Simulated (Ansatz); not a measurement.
Calculation: PBE0-D3(BJ)/def2-SVP (Ansatz, an electronic-structure program). No frequencies were computed at this level.

Ansatz 0.2 input:
```yaml
crystal:
  periodic: [false, false, false]
  atoms:
    - { symbol: C, position_ang: [3.050296, 0.389323, 0.323341] }
    - { symbol: Ge, position_ang: [1.764419, -0.96642, -0.303259] }
    - { symbol: Ge, position_ang: [-0.18366, -1.113429, 1.082617] }
    - { symbol: Ge, position_ang: [-2.071203, -2.453544, 0.466664] }
    - { symbol: C, position_ang: [-3.460443, -2.510611, 1.863733] }
    - { symbol: H, position_ang: [3.401281, 0.148456, 1.32367] }
    - { symbol: H, position_ang: [2.582953, 1.370186, 0.356681] }
    - { symbol: H, position_ang: [3.910731, 0.441896, -0.33828] }
    - { symbol: H, position_ang: [2.474135, -2.298292, -0.397714] }
    - { symbol: H, position_ang: [1.401316, -0.661795, -1.739288] }
    - { symbol: H, position_ang: [0.252155, -1.517652, 2.47975] }
    - { symbol: H, position_ang: [-0.670724, 0.297836, 1.362646] }
    - { symbol: H, position_ang: [-1.66054, -3.869914, 0.133107] }
    - { symbol: H, position_ang: [-2.696972, -1.955267, -0.816315] }
    - { symbol: H, position_ang: [-4.299289, -3.125961, 1.548691] }
    - { symbol: H, position_ang: [-3.058549, -2.924504, 2.785514] }
    - { symbol: H, position_ang: [-3.829662, -1.510002, 2.075512] }
basis:
  gaussian: { orbitals: def2-svp }
hamiltonian:
  xc: pbe0
  dispersion: d3bj
relax:
  max_steps: 150
```

Output:

```
[...]
1996 factors; integrals over basis functions are off by at most 3.7e-4 eV
mean field evaluation 16: about -171778.1031 eV, gradient 8.2e0 eV
mean field -171778.16508898 eV, -6312.7311315978 hartree, gradient 7.1e-6 eV, S^2 0.000000; 0 other end points of the search recorded, 0 dependent functions left out
reference -171778.16512874 eV, -6312.7311330589 hartree; 60, 60 occupied and 124, 124 virtual orbitals, 1996 factors
relax step   2: F+E_penalty+E_count = -171778.52559304 eV  Δ(F+E_penalty+E_count) = -1.263e-1 eV  max|allowed force component| = 3.360e-1 eV/Å  Δτ_max = 0.1246 Å  (27 SCF iters, accepted)
these checks for a lower state are left out or cut short: starts, cluster_reference, orbital_swaps, neighbouring_geometries, increment
1996 factors; integrals over basis functions are off by at most 3.7e-4 eV
mean field -171778.19029228 eV, -6312.7320578019 hartree, gradient 6.1e-5 eV, S^2 0.000000; 0 other end points of the search recorded, 0 dependent functions left out
reference -171778.19033228 eV, -6312.7320592721 hartree; 60, 60 occupied and 124, 124 virtual orbitals, 1996 factors
relax step   3: F+E_penalty+E_count = -171778.54758659 eV  Δ(F+E_penalty+E_count) = -2.199e-2 eV  max|allowed force component| = 6.898e-2 eV/Å  Δτ_max = 0.0647 Å  (24 SCF iters, accepted)
these checks for a lower state are left out or cut short: starts, cluster_reference, orbital_swaps, neighbouring_geometries, increment
1996 factors; integrals over basis functions are off by at most 3.7e-4 eV
mean field evaluation 32: about -171778.1935 eV, gradient 5.9e-5 eV
mean field -171778.19352674 eV, -6312.7321766660 hartree, gradient 5.9e-5 eV, S^2 0.000000; 0 other end points of the search recorded, 0 dependent functions left out
reference -171778.19356679 eV, -6312.7321781381 hartree; 60, 60 occupied and 124, 124 virtual orbitals, 1996 factors
relax step   4: F+E_penalty+E_count = -171778.55127780 eV  Δ(F+E_penalty+E_count) = -3.691e-3 eV  max|allowed force component| = 1.308e-2 eV/Å  Δτ_max = 0.0403 Å  (24 SCF iters, accepted)
these checks for a lower state are left out or cut short: starts, cluster_reference, orbital_swaps, neighbouring_geometries, increment
1996 factors; integrals over basis functions are off by at most 3.8e-4 eV
mean field -171778.19578211 eV, -6312.7322595495 hartree, gradient 6.6e-5 eV, S^2 0.000000; 0 other end points of the search recorded, 0 dependent functions left out
reference -171778.19582228 eV, -6312.7322610257 hartree; 60, 60 occupied and 124, 124 virtual orbitals, 1996 factors
relax step   5: F+E_penalty+E_count = -171778.55404275 eV  Δ(F+E_penalty+E_count) = -2.765e-3 eV  max|allowed force component| = 8.071e-2 eV/Å  Δτ_max = 0.0771 Å  (24 SCF iters, accepted)
these checks for a lower state are left out or cut short: starts, cluster_reference, orbital_swaps, neighbouring_geometries, increment
1996 factors; integrals over basis functions are off by at most 3.8e-4 eV
mean field -171778.19673700 eV, -6312.7322946410 hartree, gradient 5.9e-5 eV, S^2 0.000000; 0 other end points of the search recorded, 0 dependent functions left out
reference -171778.19677724 eV, -6312.7322961199 hartree; 60, 60 occupied and 124, 124 virtual orbitals, 1996 factors
relax step   6: F+E_penalty+E_count = -171778.55499732 eV  Δ(F+E_penalty+E_count) = -9.546e-4 eV  max|allowed force component| = 6.231e-2 eV/Å  Δτ_max = 0.0324 Å  (24 SCF iters, accepted)
these checks for a lower state are left out or cut short: starts, cluster_reference, orbital_swaps, neighbouring_geometries, increment
1996 factors; integrals over basis functions are off by at most 3.8e-4 eV
mean field -171778.19701455 eV, -6312.7323048410 hartree, gradient 6.0e-5 eV, S^2 0.000000; 0 other end points of the search recorded, 0 dependent functions left out
reference -171778.19705489 eV, -6312.7323063233 hartree; 60, 60 occupied and 124, 124 virtual orbitals, 1996 factors
relax step   7: F+E_penalty+E_count = -171778.55527618 eV  Δ(F+E_penalty+E_count) = -2.789e-4 eV  max|allowed force component| = 1.888e-2 eV/Å  Δτ_max = 0.0379 Å  (24 SCF iters, accepted)
these checks for a lower state are left out or cut short: starts, cluster_reference, orbital_swaps, neighbouring_geometries, increment
1996 factors; integrals over basis functions are off by at most 3.8e-4 eV
mean field -171778.19722927 eV, -6312.7323127315 hartree, gradient 6.7e-6 eV, S^2 0.000000; 0 other end points of the search recorded, 0 dependent functions left out
reference -171778.19726964 eV, -6312.7323142153 hartree; 60, 60 occupied and 124, 124 virtual orbitals, 1996 factors
relax step   8: F+E_penalty+E_count = -171778.55549314 eV  Δ(F+E_penalty+E_count) = -2.170e-4 eV  max|allowed force component| = 1.650e-2 eV/Å  Δτ_max = 0.0133 Å  (22 SCF iters, accepted)
these checks for a lower state are left out or cut short: starts, cluster_reference, orbital_swaps, neighbouring_geometries, increment
1996 factors; integrals over basis functions are off by at most 3.8e-4 eV
mean field -171778.19743232 eV, -6312.7323201937 hartree, gradient 7.9e-6 eV, S^2 0.000000; 0 other end points of the search recorded, 0 dependent functions left out
reference -171778.19747274 eV, -6312.7323216790 hartree; 60, 60 occupied and 124, 124 virtual orbitals, 1996 factors
relax step   9: F+E_penalty+E_count = -171778.55572101 eV  Δ(F+E_penalty+E_count) = -2.279e-4 eV  max|allowed force component| = 1.150e-3 eV/Å  Δτ_max = 0.0135 Å  (22 SCF iters, accepted)
these checks for a lower state are left out or cut short: starts, cluster_reference, orbital_swaps, neighbouring_geometries, increment
1996 factors; integrals over basis functions are off by at most 3.8e-4 eV
mean field evaluation 64: about -171778.1975 eV, gradient 8.6e-6 eV
mean field -171778.19752181 eV, -6312.7323234822 hartree, gradient 8.6e-6 eV, S^2 0.000000; 0 other end points of the search recorded, 0 dependent functions left out
reference -171778.19756228 eV, -6312.7323249694 hartree; 60, 60 occupied and 124, 124 virtual orbitals, 1996 factors
relax step  10: F+E_penalty+E_count = -171778.55579428 eV  Δ(F+E_penalty+E_count) = -7.327e-5 eV  max|allowed force component| = 9.684e-3 eV/Å  Δτ_max = 0.0120 Å  (22 SCF iters, accepted)
these checks for a lower state are left out or cut short: starts, cluster_reference, orbital_swaps, neighbouring_geometries, increment
1996 factors; integrals over basis functions are off by at most 3.8e-4 eV
mean field -171778.19757437 eV, -6312.7323254139 hartree, gradient 5.8e-5 eV, S^2 0.000000; 0 other end points of the search recorded, 0 dependent functions left out
reference -171778.19761493 eV, -6312.7323269044 hartree; 60, 60 occupied and 124, 124 virtual orbitals, 1996 factors
relax step  11: F+E_penalty+E_count = -171778.55587144 eV  Δ(F+E_penalty+E_count) = -7.716e-5 eV  max|allowed force component| = 1.068e-2 eV/Å  Δτ_max = 0.0199 Å  (23 SCF iters, accepted)
these checks for a lower state are left out or cut short: starts, cluster_reference, orbital_swaps, neighbouring_geometries, increment
1996 factors; integrals over basis functions are off by at most 3.9e-4 eV
mean field -171778.19773281 eV, -6312.7323312364 hartree, gradient 5.8e-5 eV, S^2 0.000000; 0 other end points of the search recorded, 0 dependent functions left out
reference -171778.19777348 eV, -6312.7323327312 hartree; 60, 60 occupied and 124, 124 virtual orbitals, 1996 factors
relax step  12: F+E_penalty+E_count = -171778.55594760 eV  Δ(F+E_penalty+E_count) = -7.616e-5 eV  max|allowed force component| = 1.725e-2 eV/Å  Δτ_max = 0.0272 Å  (24 SCF iters, accepted)
these checks for a lower state are left out or cut short: starts, cluster_reference, orbital_swaps, neighbouring_geometries, increment
1996 factors; integrals over basis functions are off by at most 3.9e-4 eV
mean field -171778.19777497 eV, -6312.7323327859 hartree, gradient 1.1e-5 eV, S^2 0.000000; 0 other end points of the search recorded, 0 dependent functions left out
reference -171778.19781569 eV, -6312.7323342822 hartree; 60, 60 occupied and 124, 124 virtual orbitals, 1996 factors
relax step  13: F+E_penalty+E_count = -171778.55600027 eV  Δ(F+E_penalty+E_count) = -5.267e-5 eV  max|allowed force component| = 1.760e-2 eV/Å  Δτ_max = 0.0148 Å  (21 SCF iters, accepted)
these checks for a lower state are left out or cut short: starts, cluster_reference, orbital_swaps, neighbouring_geometries, increment
1996 factors; integrals over basis functions are off by at most 3.9e-4 eV
mean field -171778.19783117 eV, -6312.7323348509 hartree, gradient 9.7e-6 eV, S^2 0.000000; 0 other end points of the search recorded, 0 dependent functions left out
reference -171778.19787192 eV, -6312.7323363485 hartree; 60, 60 occupied and 124, 124 virtual orbitals, 1996 factors
relax step  14: F+E_penalty+E_count = -171778.55604609 eV  Δ(F+E_penalty+E_count) = -4.582e-5 eV  max|allowed force component| = 1.500e-2 eV/Å  Δτ_max = 0.0139 Å  (22 SCF iters, accepted)
these checks for a lower state are left out or cut short: starts, cluster_reference, orbital_swaps, neighbouring_geometries, increment
1996 factors; integrals over basis functions are off by at most 3.9e-4 eV
mean field -171778.19779423 eV, -6312.7323334936 hartree, gradient 5.8e-5 eV, S^2 0.000000; 0 other end points of the search recorded, 0 dependent functions left out
reference -171778.19783502 eV, -6312.7323349925 hartree; 60, 60 occupied and 124, 124 virtual orbitals, 1996 factors
relax step  15: F+E_penalty+E_count = -171778.55595069 eV  Δ(F+E_penalty+E_count) = +9.540e-5 eV  max|allowed force component| = 2.188e-2 eV/Å  Δτ_max = 0.0332 Å  (24 SCF iters, rejected (line search))
these checks for a lower state are left out or cut short: starts, cluster_reference, orbital_swaps, neighbouring_geometries, increment
1996 factors; integrals over basis functions are off by at most 3.9e-4 eV
mean field evaluation 96: about -171778.1978 eV, gradient 7.2e-4 eV
mean field -171778.19783539 eV, -6312.7323350062 hartree, gradient 9.6e-6 eV, S^2 0.000000; 0 other end points of the search recorded, 0 dependent functions left out
reference -171778.19787616 eV, -6312.7323365044 hartree; 60, 60 occupied and 124, 124 virtual orbitals, 1996 factors
relax step  16: F+E_penalty+E_count = -171778.55608256 eV  Δ(F+E_penalty+E_count) = -3.647e-5 eV  max|allowed force component| = 8.075e-3 eV/Å  Δτ_max = 0.0162 Å  (22 SCF iters, accepted)
these checks for a lower state are left out or cut short: starts, cluster_reference, orbital_swaps, neighbouring_geometries, increment
1996 factors; integrals over basis functions are off by at most 3.9e-4 eV
mean field -171778.19780018 eV, -6312.7323337124 hartree, gradient 1.7e-5 eV, S^2 0.000000; 0 other end points of the search recorded, 0 dependent functions left out
reference -171778.19784097 eV, -6312.7323352111 hartree; 60, 60 occupied and 124, 124 virtual orbitals, 1996 factors
relax step  17: F+E_penalty+E_count = -171778.55603252 eV  Δ(F+E_penalty+E_count) = +5.004e-5 eV  max|allowed force component| = 1.398e-2 eV/Å  Δτ_max = 0.0106 Å  (22 SCF iters, rejected (line search))
these checks for a lower state are left out or cut short: starts, cluster_reference, orbital_swaps, neighbouring_geometries, increment
1996 factors; integrals over basis functions are off by at most 3.9e-4 eV
mean field -171778.19783382 eV, -6312.7323349486 hartree, gradient 8.1e-5 eV, S^2 0.000000; 0 other end points of the search recorded, 0 dependent functions left out
reference -171778.19787460 eV, -6312.7323364470 hartree; 60, 60 occupied and 124, 124 virtual orbitals, 1996 factors
relax step  18: F+E_penalty+E_count = -171778.55609938 eV  Δ(F+E_penalty+E_count) = -1.682e-5 eV  max|allowed force component| = 1.480e-3 eV/Å  Δτ_max = 0.0051 Å  (19 SCF iters, accepted)
1996 factors; integrals over basis functions are off by at most 3.9e-4 eV
mean field -171778.19783382 eV, -6312.7323349486 hartree, gradient 8.1e-5 eV, S^2 0.000000; 1 other end points of the search recorded, 0 dependent functions left out
reference -171778.19787460 eV, -6312.7323364470 hartree; 60, 60 occupied and 124, 124 virtual orbitals, 1996 factors
Total energy: -171778.55614015 eV, -6312.7455024633 hartree
Atom 0 at     3.064367     0.303815     0.295380 Å, force    -0.000915    -0.000671     0.000390 eV/Å
Atom 1 at     1.654882    -0.909955    -0.317479 Å, force     0.000605    -0.000037     0.001480 eV/Å
Atom 2 at    -0.201966    -0.987224     1.240601 Å, force    -0.000252    -0.000108    -0.000257 eV/Å
Atom 3 at    -1.972411    -2.473890     0.507959 Å, force    -0.000527     0.001073     0.000971 eV/Å
Atom 4 at    -3.452109    -2.524862     1.789930 Å, force     0.000691     0.001025     0.000031 eV/Å
Atom 5 at     3.452736    -0.025246     1.269666 Å, force     0.000153    -0.001011     0.000639 eV/Å
Atom 6 at     2.667815     1.323427     0.402518 Å, force     0.000241     0.001244    -0.000710 eV/Å
Atom 7 at     3.893172     0.321431    -0.427175 Å, force     0.000295     0.000427    -0.000635 eV/Å
Atom 8 at     2.228037    -2.334105    -0.484879 Å, force     0.000484    -0.000543    -0.000372 eV/Å
Atom 9 at     1.133506    -0.450687    -1.696589 Å, force    -0.000413     0.000358    -0.000707 eV/Å
Atom 10 at     0.310283    -1.445257     2.625509 Å, force     0.000629     0.000458     0.000157 eV/Å
Atom 11 at    -0.773595     0.437163     1.426459 Å, force    -0.000327    -0.000111     0.000469 eV/Å
Atom 12 at    -1.391602    -3.892917     0.324199 Å, force     0.000188    -0.000658     0.000012 eV/Å
Atom 13 at    -2.488817    -1.998262    -0.867462 Å, force    -0.000610    -0.000182    -0.000930 eV/Å
Atom 14 at    -4.240372    -3.204829     1.435509 Å, force    -0.000167    -0.000614     0.000142 eV/Å
Atom 15 at    -3.095529    -2.877367     2.768181 Å, force    -0.000259    -0.000963     0.000106 eV/Å
Atom 16 at    -3.882154    -1.520929     1.914743 Å, force     0.000184     0.000314    -0.000785 eV/Å
Dipole moment:    -0.003896     0.065193     0.106307 e Å
```

Cost: very roughly 6 core-minutes.
